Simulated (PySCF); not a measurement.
Sn(Cl)2(OH)2 (Cl2H2O2Sn), SMILES [OH][Sn]([OH])([Cl])[Cl].

The structure is a stationary point at B3LYP-D3(BJ)/def2-SVP. A frequency run showed that this geometry is not a minimum. The structure was generated by enumeration; whether it is a known compound was not checked. The def2 effective core potentials stand for the cores of Sn; spin–orbit coupling is left out. One conformer was computed; it need not be the lowest.

Two levels are set side by side: PBE/def2-TZVP (PySCF) and M06-2X/def2-TZVP (PySCF). Same geometry, gas phase. Differences are taken from unrounded values.

| quantity | M06-2X |
|---|---|
| orbital gap (eV) | 9.09 |
| highest occupied level (eV) | -10.87 |
| lowest empty level (eV) | -1.78 |
| dipole moment (D) | 1.89 |
| mean polarisability (bohr³) | 66.1 |

Question: What does PBE give, and how far is it from M06-2X? (Estimate from the structure and the level; the computed values follow.)

Answer: 
```tsv
quantity	PBE	PBE minus M06-2X
orbital gap (eV)	4.01	-5.08
highest occupied level (eV)	-7.78	3.09
lowest empty level (eV)	-3.78	-2.00
dipole moment (D)	1.89	-0.01
mean polarisability (bohr³)	71.2	5.1
```

Without exact exchange PBE keeps part of each electron's self-repulsion, which lifts occupied levels and narrows the gap. PBE's more diffuse valence density responds more strongly to a field. Differences between two approximate levels are no errors against the true value.

Rough cost on one machine, each run with all the roots and properties that it gave: M06-2X against PBE about 4 times.
